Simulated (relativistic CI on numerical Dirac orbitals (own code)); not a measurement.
# Hyperfine structure of Sm47+, mass number 147

Method of calculation: Dirac-Coulomb-Breit CI, orbitals from a KLI potential per configuration, model QED (radiative potential, 1s self-energy scaled to tabulated hydrogen-like ionisation energies), unscaled Slater integrals (own radial code, finite nucleus).

Configurations in the expansion (outside the closed core [Ne]): 3s2 3p3, 3s 3p4, 3s2 3p2 3d, 3p5, 3s 3p3 3d, 3p4 3d, 3s 3p2 3d2, 3s2 3p 3d 4p, 3p4 4s, 3s 3p2 3d 4s, 3p4 4p, 3s2 3p2 4s, 3s2 3p 3d2, 3s2 3d3, 3s 3p 3d3, 3s2 3d2 4s, 3p3 3d2, 3p2 3d3, 3p2 3d2 4s, 3s2 3p 3d 4s, 3s 3p 3d2 4s, 3s2 3d 4s2, 3s 3p2 3d 4p, 3s 3p 3d2 4p, 3p2 3d2 4p, 3s 3p 3d 4s 4p. Double excitations out of closed p, d and f shells are left out; levels of such configurations are missing from the list, as are those of other unlisted configurations, and high levels can miss mixing partners.

Nuclear spin I = 7/2, μ = -0.809 μN, Q = -0.26 b (tables of Stone and Pyykkö). The electronic factors are computed for point nuclear moments, without core polarisation or the Bohr-Weisskopf and QED corrections.

| Level | E (cm⁻¹) | A (GHz) | B (GHz) |
| --- | --- | --- | --- |
| 3s2 3p3 2D°_5/2 | 1226650 | -60.31 | 0.0446 |
| 3s2 3p3 2P°_1/2 | 1325180 | -193.4 |  |
| 3s 3p4 4P_5/2 | 2222681 | -126.2 | -21.2 |
| 3s 3p4 2S_1/2 | 2416082 | -523.4 |  |
| 3s2 3p3 2P°_3/2 | 2483639 | -27.81 | 61.5 |
| 3s2 3p2 3d 4D_1/2 | 2627554 | -70.82 |  |

Levels with J = 0, under 50 % of one LS term, or S terms without an open s electron are left out. Small factors come from cancelling terms and can be off by tens of per cent or more.

At this charge energies of transitions that change n are usually good to better than 1 %, and those within a shell (Δn = 0) to a few per cent.

(1) Give the hyperfine levels of 3s2 3p3 2P°_1/2 relative to its centre of gravity.

Answers

(1) With K = F(F + 1) − I(I + 1) − J(J + 1), E = AK/2: F = 3: 435.1, F = 4: -338.4 GHz.

LS names give the leading component of a level, which can be under half, so a name can repeat, a term be missing and a line seem to break the LS rules.
